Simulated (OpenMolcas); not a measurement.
# Fe: effect of correlating more closed shells

```
Program             : OpenMolcas
Basis               : ANO-RCC-VDZP [5s4p2d1f]
Scalar Hamiltonian  : DKH2, point nucleus
Active space        : 6 electrons in 5 orbitals (3d)
State averaging     : 2S+1 = 5 even, 5 roots; 2S+1 = 3 even, 45 roots; 2S+1 = 1 even, 50 roots (35 in the spin-orbit step)
Spin-orbit coupling : RASSI with atomic mean-field integrals over the reference wave functions, term energies averaged over their components
```

Methods on the same reference wave functions:
A. CASSCF
B. MS-CASPT2, IPEA 0.25 Eh, imaginary shift 0.1 Eh (closed shells correlated: 4s)
C. MS-CASPT2, IPEA 0.25 Eh, imaginary shift 0.1 Eh (closed shells correlated: 3s 3p 4s)

Energies in cm⁻¹ above 3d⁶ 4s² ⁵D₄, the measured ground level; measured values from NIST Handbook of Basic Atomic Spectroscopic Data.

```csv
Level,A,B,C,Measured
3d⁶ 4s² ⁵D₄,0.0,0.0,0.0,0.0
3d⁶ 4s² ⁵D₃,432,433,434,416
3d⁶ 4s² ⁵D₂,739,738,738,704
3d⁶ 4s² ⁵D₁,938,935,933,888
3d⁶ 4s² ⁵D₀,1035,1032,1029,978
3d⁶ 4s² ³H₆,21679,21510,20150,19390
3d⁶ 4s² ³H₅,21906,21720,20360,19621
3d⁶ 4s² ³H₄,22078,21880,20510,19788
3d⁶ 4s² ³P₂(1),23716,20870,18350,18378
3d⁶ 4s² ³F₄(1),24830,22940,21070,20641
3d⁶ 4s² ³P₁(1),24972,22130,19610,19552
3d⁶ 4s² ³F₃(1),25066,23170,21280,20874
3d⁶ 4s² ³F₂(1),25241,23330,21430,21039
3d⁶ 4s² ³P₀(1),25509,22660,20150,20038
3d⁶ 4s² ³G₅,27399,26320,24740,23784
3d⁶ 4s² ³G₄,27799,26700,25110,24119
3d⁶ 4s² ³G₃,27980,26880,25290,24339
3d⁶ 4s² ¹I₆,32619,32430,30610,29313
3d⁶ 4s² ¹G₄,34385,32490,31040,29799
3d⁶ 4s² ³D₁,35478,32820,30890,29320
3d⁶ 4s² ³D₂,35511,32850,30900,29357
3d⁶ 4s² ³D₃,35626,32970,31030,29372
3d⁶ 4s² ¹S₀,39969,35720,34250,
3d⁶ 4s² ¹D₂,42844,39870,35910,34637
```

Deviations, from unrounded energies. A percentage is the sum of absolute deviations over the sum of measured energies, with the sign that they share, or ± where signs differ.

| Against measurement | Levels | A | B | C |
| --- | --- | --- | --- | --- |
| mean absolute deviation (cm-1) | 22 | 3700 | 2300 | 690 |
| fine structure of the ground term (%) | 4 | +5.3 | +5.1 | +5.0 |
| other terms of the ground configuration (%) | 18 | +18.8 | +11.6 | ±3.5 |

C lies closest to measurement on these levels and A furthest from it. The largest miss of C in the table is 3d⁶ 4s² ³D₃, by +1700 cm-1. The ranking rests on the paired levels alone, and a cruder setting can come out closer through cancelling errors.

Between B and C the level of the table that moves most is 3d⁶ 4s² ¹D₂, by 4000 cm-1 (lowest in C, highest in B). Moves below CASPT2's spread within the term are not significant.

From A to B the spin-free energies of the other terms of 3d⁶ 4s² shown, above ⁵D, scale by factors of 0.88 to 0.99.

The lowest spin-free term lies below A's lowest term by 0.158 hartree in B, 0.397 hartree in C.

What an inner shell adds also hangs on whether the basis holds functions to correlate it.

Term energies are means over components that CASPT2 splits; among the terms shown or strongly mixed into the levels shown the widest spread is 1400 cm-1 (3d⁶ 4s² ¹I, C). Some high roots are left out of the spin-orbit mixing, which shifts the levels that they would mix with. With the s shell closed, the reference lacks s² → p², s² → d² and s → d mixing, so excited terms can stand far too high and out of order, with CASPT2 too. The CASPT2 spread within a term exceeds the gap to the next term for 3d⁶ 4s² ³P(1) and 3d⁶ 4s² ³H, 3d⁶ 4s² ¹G and 3d⁶ 4s² ¹I, 3d⁶ 4s² ¹I and 3d⁶ 4s² ³D, so the order of their levels is uncertain (figures for B; the like holds for C). Without dynamic correlation excited terms often stand tens of per cent too high (terms of higher spin than the ground term too low), and those without a measured partner can miss by more than the paired ones (holds for A). Some terms miss by over 15 % even with CASPT2, which points to a basis or an active space too small for the shells correlated (holds for B). Some levels mix across a computed gap that differs much from the measured one, so their mixing is not that of the real levels (holds for C). Measured partners are found by configuration, term and J. A level has none where our copy of the source lacks it or the pairing is in doubt (some pairs that miss far off the trend of their configuration count as doubtful), and it then counts in no deviation. Levels of configurations outside the active space are missing. Levels that lie high or do not pair safely by name in every column are left out.

A number in round brackets counts repeated terms of one configuration in the order of the reference energies.
